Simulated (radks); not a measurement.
Results of a calculation; reference values are marked as such.
Q: Isoelectronic series with 12 electrons, all held in the configuration [Ne] 3s2, which need not be the ground one along the series. Level of theory: non-relativistic Kohn-Sham, r2SCAN, spin-unpolarised, spherical densities, point nucleus; meta-GGA in the generalised Kohn-Sham scheme (a radial shooting solver on a logarithmic mesh with Libxc functionals). Total energies (hartree) and orbital eigenvalues (hartree):

| ion | E (hartree) | 3s | 2p |
|---|---|---|---|
| Mg | -200.04431 | -0.17681 | -1.77025 |
| S4+ | -393.81865 | -2.42442 | -8.04297 |
| Ar6+ | -516.13306 | -4.25946 | -12.73432 |
| Ca8+ | -655.36267 | -6.54892 | -18.43809 |
| Ti10+ | -811.49798 | -9.28873 | -25.14938 |
| Cr12+ | -984.53364 | -12.47682 | -32.86561 |
| Fe14+ | -1174.46639 | -16.11198 | -41.58529 |

Estimate the row of Si2+.

A: E (hartree) -288.43877; 3s -1.05319; 2p -4.37537.
